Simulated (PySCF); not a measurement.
Gas-phase reaction: GeF2 + H2 ⇌ GeH2F2

Computed with PySCF (xtb for GFN2) and rigid-rotor harmonic-oscillator thermochemistry at 1 bar. † marks an energy on the PBE0/def2-TZVP geometry and frequencies; other levels use their own. MP2 and CCSD(T) freeze the core. 6-31G* has spherical d functions here. All species are closed-shell singlets. B3LYP is the form with VWN-RPA correlation. Ge: all electrons, no relativistic terms. GeH2F2: computed as isolated molecules; such fragments, hydroxides, amides, oligomers or adducts are transient or little studied in the gas. MP2 isn't extrapolated to the basis-set limit; its ΔH°(298 K) is -65.5 kJ in def2-SVP and -56.5 kJ in def2-TZVPP. CCSD(T) isn't extrapolated to the basis-set limit; its ΔH°(298 K) is -57.1 kJ in def2-SVP and -53.6 kJ in def2-TZVPP. The harmonic model lacks anharmonicity and excited electronic states, which grow with temperature; levels with a mode under 35 cm⁻¹ are left out.

```
level                ΔE electronic, kJ  ΔH°(298 K), kJ  ΔS°(298 K), J/K  ΔG°(1000 K), kJ
-------------------  -----------------  --------------  ---------------  ---------------
B3LYP/def2-TZVP†                   -27             -16             -124              111
CCSD(T)/def2-TZVPP†                -64             -54             -124               74
GFN2-xTB                            71              81             -124              206
HF/6-31G*                          -73             -62             -125               68
MP2/def2-TZVPP†                    -67             -56             -124               71
PBE/def2-TZVP†                     -30             -20             -124              108
PBE0/def2-QZVP†                    -54             -44             -124               84
PBE0/def2-SVP†                     -67             -57             -124               70
LDA/def2-TZVP†                     -64             -53             -124               74
ωB97X-V/def2-TZVP†                 -57             -47             -124               81
```
ΔH° is lowest at HF/6-31G* and highest at GFN2-xTB. No reference value is set beside these.
